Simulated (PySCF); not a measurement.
A calculation to check before its numbers are used.

A core-ionisation job on C3H8BFO, SMILES `BO[C@@H](F)CC`. Level of theory: delta-SCF UKS HF, pcX-2 on the ionised atom, pcseg-1 elsewhere, spin-free X2C in PySCF 2.14.0.

Driver input (Å, PBE0-D3(BJ)/def2-SVP geometry):

```
{"job": {"kind": "xps", "xc": "HF"}, "charge": 0, "multiplicity": 1}
B      2.1232    -0.8007     0.3928
O      1.1832    -0.4977    -0.5220
C      0.4708     0.7018    -0.5087
F      0.8827     1.4305    -1.5823
C     -1.0107     0.4352    -0.6192
C     -1.5741    -0.3418     0.5573
H      2.6773    -1.8661     0.2761
H      2.3666    -0.0204     1.2892
H      0.7274     1.2729     0.4041
H     -1.5078     1.4129    -0.7196
H     -1.1707    -0.1065    -1.5654
H     -1.4268     0.1964     1.5075
H     -1.0944    -1.3277     0.6495
H     -2.6540    -0.5082     0.4362
```

Output:

```
ground state, core basis on atom 0 (B), 155 functions
  cycle   1  E = -317.27024413  |g| = 7.10e-01
  cycle   2  E = -317.36865301  |g| = 3.87e-01
  cycle   3  E = -317.39566984  |g| = 6.87e-02
  cycle   4  E = -317.39712051  |g| = 1.56e-02
  cycle   5  E = -317.39719319  |g| = 3.72e-03
  cycle   6  E = -317.39719815  |g| = 1.23e-03
  cycle   7  E = -317.39719873  |g| = 4.26e-04
  E(ground) = -317.39719873 Eh
hole in B 1s of atom 0
  cycle   1  E = -309.75968823  |g| = 1.14e+00
  cycle   2  E = -310.07063489  |g| = 4.16e-01
  cycle   3  E = -310.13126331  |g| = 1.52e-01
  cycle   4  E = -310.13967848  |g| = 4.17e-02
  cycle   5  E = -310.14061473  |g| = 1.46e-02
  cycle   6  E = -310.14099918  |g| = 1.07e-02
  cycle   7  E = -310.14136953  |g| = 7.70e-03
  cycle   8  E = -310.14165667  |g| = 5.95e-03
  cycle   9  E = -310.14185735  |g| = 4.88e-03
  cycle  10  E = -310.14207726  |g| = 3.27e-03
  cycle  11  E = -310.14220317  |g| = 1.48e-03
  cycle  12  E = -310.14220861  |g| = 5.23e-04
  cycle  13  E = -310.14221013  |g| = 2.44e-04
  E(ion) = -310.14221013 Eh   <S^2> = 0.8555   hole on atom = 1.000   binding energy = 197.418 eV
ground state, core basis on atom 1 (O), 155 functions
  cycle   1  E = -317.43409202  |g| = 3.68e-02
  cycle   2  E = -317.43421880  |g| = 7.67e-03
  cycle   3  E = -317.43422817  |g| = 4.60e-03
  cycle   4  E = -317.43423162  |g| = 5.28e-04
  cycle   5  E = -317.43423175  |g| = 2.03e-04
  E(ground) = -317.43423175 Eh
hole in O 1s of atom 1
  cycle   1  E = -296.82985216  |g| = 2.21e+00
  cycle   2  E = -297.35419506  |g| = 1.16e+00
  cycle   3  E = -297.63995703  |g| = 1.09e-01
  cycle   4  E = -297.64335573  |g| = 2.59e-02
  cycle   5  E = -297.64370996  |g| = 1.39e-02
  cycle   6  E = -297.64387546  |g| = 5.11e-03
  cycle   7  E = -297.64390401  |g| = 1.60e-03
  cycle   8  E = -297.64390681  |g| = 5.46e-04
  cycle   9  E = -297.64390715  |g| = 1.67e-04
  E(ion) = -297.64390715 Eh   <S^2> = 0.7680   hole on atom = 1.000   binding energy = 538.522 eV
ground state, core basis on atom 2 (C), 155 functions
  cycle   1  E = -317.41038691  |g| = 5.28e-02
  cycle   2  E = -317.41069919  |g| = 2.85e-02
  cycle   3  E = -317.41083716  |g| = 4.65e-03
  cycle   4  E = -317.41084185  |g| = 7.45e-04
  cycle   5  E = -317.41084205  |g| = 3.41e-04
  E(ground) = -317.41084205 Eh
hole in C 1s of atom 2
  cycle   1  E = -306.02777156  |g| = 1.49e+00
  cycle   2  E = -306.32748135  |g| = 8.70e-01
  cycle   3  E = -306.55913661  |g| = 1.66e-01
  cycle   4  E = -306.56923515  |g| = 4.54e-02
  cycle   5  E = -306.57036109  |g| = 2.05e-02
  cycle   6  E = -306.57101893  |g| = 1.32e-02
  cycle   7  E = -306.57152010  |g| = 6.38e-03
  cycle   8  E = -306.57164998  |g| = 2.38e-03
  cycle   9  E = -306.57166252  |g| = 1.17e-03
  cycle  10  E = -306.57166529  |g| = 5.66e-04
  cycle  11  E = -306.57166600  |g| = 2.15e-04
  E(ion) = -306.57166600 Eh   <S^2> = 0.8041   hole on atom = 1.000   binding energy = 294.949 eV
ground state, core basis on atom 3 (F), 155 functions
  cycle   1  E = -317.45557786  |g| = 3.95e-02
  cycle   2  E = -317.45567516  |g| = 9.46e-03
  cycle   3  E = -317.45568664  |g| = 5.02e-03
  cycle   4  E = -317.45569041  |g| = 6.02e-04
  cycle   5  E = -317.45569058  |g| = 2.20e-04
  E(ground) = -317.45569058 Eh
hole in F 1s of atom 3
  cycle   1  E = -291.14019543  |g| = 2.56e+00
  cycle   2  E = -291.80779807  |g| = 1.17e+00
  cycle   3  E = -292.02972771  |g| = 8.74e-02
  cycle   4  E = -292.03170699  |g| = 2.35e-02
  cycle   5  E = -292.03196251  |g| = 1.21e-02
  cycle   6  E = -292.03205260  |g| = 3.61e-03
  cycle   7  E = -292.03206266  |g| = 1.19e-03
  cycle   8  E = -292.03206385  |g| = 4.38e-04
  E(ion) = -292.03206385 Eh   <S^2> = 0.7614   hole on atom = 1.000   binding energy = 691.812 eV
ground state, core basis on atom 4 (C), 155 functions
  cycle   1  E = -317.40394359  |g| = 5.91e-02
  cycle   2  E = -317.40431439  |g| = 3.37e-02
  cycle   3  E = -317.40448638  |g| = 3.45e-03
  cycle   4  E = -317.40448956  |g| = 6.92e-04
  cycle   5  E = -317.40448971  |g| = 3.03e-04
  E(ground) = -317.40448971 Eh
hole in C 1s of atom 4
  cycle   1  E = -306.15994434  |g| = 1.50e+00
  cycle   2  E = -306.51583241  |g| = 7.61e-01
  cycle   3  E = -306.70427691  |g| = 1.09e-01
  cycle   4  E = -306.70912665  |g| = 2.63e-02
  cycle   5  E = -306.70964594  |g| = 1.61e-02
  cycle   6  E = -306.71004969  |g| = 8.78e-03
  cycle   7  E = -306.71024403  |g| = 2.69e-03
  cycle   8  E = -306.71025973  |g| = 8.25e-04
  cycle   9  E = -306.71026073  |g| = 2.95e-04
  E(ion) = -306.71026073 Eh   <S^2> = 0.7851   hole on atom = 1.000   binding energy = 291.005 eV
ground state, core basis on atom 5 (C), 155 functions
  cycle   1  E = -317.40104460  |g| = 2.44e-02
  cycle   2  E = -317.40110134  |g| = 4.82e-03
  cycle   3  E = -317.40110625  |g| = 2.08e-03
  cycle   4  E = -317.40110724  |g| = 3.54e-04
  E(ground) = -317.40110724 Eh
hole in C 1s of atom 5
  cycle   1  E = -306.16289148  |g| = 1.49e+00
  cycle   2  E = -306.52879714  |g| = 7.33e-01
  cycle   3  E = -306.70289487  |g| = 9.87e-02
  cycle   4  E = -306.70696161  |g| = 2.15e-02
  cycle   5  E = -306.70749620  |g| = 1.44e-02
  cycle   6  E = -306.70786750  |g| = 7.72e-03
  cycle   7  E = -306.70800940  |g| = 2.49e-03
  cycle   8  E = -306.70801990  |g| = 8.81e-04
  cycle   9  E = -306.70802093  |g| = 2.66e-04
  E(ion) = -306.70802093 Eh   <S^2> = 0.7853   hole on atom = 1.000   binding energy = 290.974 eV
```

The program numbers atoms from 0.

Problem. Do all binding energies of this run deserve the same trust?

Solution. No. Every hole passed the driver's convergence checks (|g| < 5e-4, core orbital emptied to over 0.9), but ⟨S²⟩ is 0.855 for B1s on atom 0, against 0.75 for a pure doublet, so the unrestricted ion state holds higher spin components.

Problem. What would you do next?

Solution. Recompute such holes with a restricted open-shell or spin-projected scheme and compare; until then these binding energies are doubtful.

The run took 52 s of wall time on one thread of an Arm Neoverse N1, shared host, and the process peaked at 0.60 GiB of memory.
